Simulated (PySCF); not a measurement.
Be(Et)2 cation (C4H10Be), SMILES C[CH2][Be][CH2]C (connectivity only; charge and spin as stated), charge +1, multiplicity 2.

Geometry optimised at PBE-D3(BJ)/def2-SVP. The spin state was assumed, not searched. The isomer is the one that the SMILES or the coordinates give; other isomers of the formula were not compared. One conformer was computed; it need not be the lowest.

The numbers are results of PBE-D3(BJ)/def2-SVP (PySCF 2.14.0), not measurements.

Frequencies are harmonic and unscaled.

A small imaginary wavenumber (i) marks a very flat motion, where grid noise or a shallow saddle decides the sign.

```
mode  ν (cm⁻¹)  IR (km/mol)  moving atoms (share of kinetic energy)
----  --------  -----------  --------------------------------------
1           6i          1.1                          C 48 %, H 46 %
2           75          1.8                 C 41 %, H 33 %, Be 26 %
3          102          1.3                 H 53 %, Be 27 %, C 21 %
4          173          0.0                          C 54 %, H 43 %
5          197          0.3                          H 86 %, C 13 %
6          240         39.0                 H 47 %, Be 40 %, C 13 %
7          292         67.2                 Be 63 %, C 27 %, H 10 %
8          414          1.5                          C 74 %, H 26 %
9          491         58.9                  H 75 %, C 16 %, Be 9 %
10         502          9.2                          H 83 %, C 16 %
11         769        713.4                 H 65 %, C 22 %, Be 12 %
12         812          2.6                                  H 95 %
13         819         11.6                                  H 95 %
14         830          1.3                          H 89 %, C 11 %
15         852        670.8                 H 39 %, Be 37 %, C 25 %
16         907        876.6                 H 46 %, Be 30 %, C 24 %
17        1023          0.3                          C 59 %, H 41 %
18        1024          5.2                          C 59 %, H 40 %
19        1135          1.7                          H 51 %, C 49 %
20        1163          0.9                          H 73 %, C 27 %
21        1164          8.5                          H 73 %, C 27 %
22        1264        230.7                          H 89 %, C 11 %
23        1268          4.3                          H 87 %, C 13 %
24        1307          5.9                                  H 98 %
25        1307         43.9                                  H 98 %
26        1351         19.9                          H 85 %, C 15 %
27        1351          0.4                          H 86 %, C 14 %
28        1398         23.9                          H 86 %, C 14 %
29        1398          0.2                          H 87 %, C 13 %
30        2848        840.7                                  H 95 %
31        2862          3.1                                  H 94 %
32        2928        129.9                                  H 95 %
33        2932          0.4                                  H 95 %
34        3006         12.7                          H 90 %, C 10 %
35        3010          1.8                          H 90 %, C 10 %
36        3013          0.0                                  H 94 %
37        3013          6.8                                  H 94 %
38        3081          0.8                          H 90 %, C 10 %
39        3081          0.1                          H 90 %, C 10 %
```
